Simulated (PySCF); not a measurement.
# Name the molecule from its bond curve

A diatomic of charge 0 contains Se. Its doublet curve at PBE0 in a double-zeta basis (scalar-relativistic core potentials, PySCF), in eV from the separated fragments:

(R (Å), E (eV)): (1.429, -1.680), (1.495, -2.658), (1.561, -3.184), (1.611, -3.364), (1.661, -3.406), (1.711, -3.346), (1.777, -3.164), (1.860, -2.860), (1.960, -2.457), (2.093, -1.923)

The fit gives ωe = 984 cm⁻¹ and the rotational constant Bₑ = 0.5172 cm⁻¹.

Q: Which atom is the partner?

A: The minimum lies at 1.654 Å, so the reduced mass is 16.8576 u Å² cm⁻¹/(Bₑ·Re²) = 11.91 u. With Se at 79.92 u the partner weighs about 14.0 u: N. The molecule is SeN.

Spin–orbit coupling is left out. The state was picked by a PBE0 search and need not be the measured ground state.
